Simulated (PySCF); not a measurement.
## Assigning NMR signals

Mapped SMILES: `[O:1]=[CH:2][c:3]1[cH:4][n:5]([SiH3:6])[n:7][n:8]1`. Each H is labelled by its parent atom.

PySCF 2.14.0 with density-fitted response routines calculation with geometry: GFN2-xTB and shielding tensors at PBE0/pcSseg-1 (GIAO); one computed conformer, isolated molecule, non-relativistic, equivalent nuclei averaged.

References, each an isolated molecule treated in the same way: TMS for $^{13}$C (σ = 186.93 ppm), $^{1}$H (σ = 31.72 ppm).

Question: Assign these signals to the numbered atoms. $^{13}$C{$^{1}$H} NMR (computed): δ 191.2 (CH), 155.0 (C), 137.6 (CH).

Answer: 
191.2 → C2, aldehyde carbonyl carbon: low-lying n→π* states of the double bond to the heteroatom give a large paramagnetic term (-245 ppm)
155.0 → C3, substituted aromatic carbon next to a ring nitrogen
137.6 → C4, aromatic CH next to a ring nitrogen

Question: Assign these signals to the numbered atoms. $^{1}$H NMR (600 MHz, computed): δ 10.60 (s, 1H), 8.44 (s, 1H), 5.40 (s, 3H).

Answer: 
10.60 → H(C2), hydrogen on an aldehyde carbonyl carbon: the C=O anisotropy and electron withdrawal place aldehyde protons far downfield
8.44 → H(C4), hydrogen on an aromatic CH next to a ring nitrogen: ring current plus the neighbouring ring nitrogen
5.40 → H(Si6), hydrogen on a silicon bonded to N

Shifts are as computed. Against solution values, carbons near 30 ppm lie about +3 ppm off and those near 130 ppm about +5 ppm. Of 1211 compounds with measured shifts, 218 miss one by over three times the rms of a fit or turn the order of signals round; such compounds aren't used in these exercises. No couplings were computed; multiplicities are counted from neighbouring protons, with m where these are inequivalent, close in shift, in a saturated or five-membered ring or joined by F or P, and br s for small geminal =CH2 splittings.
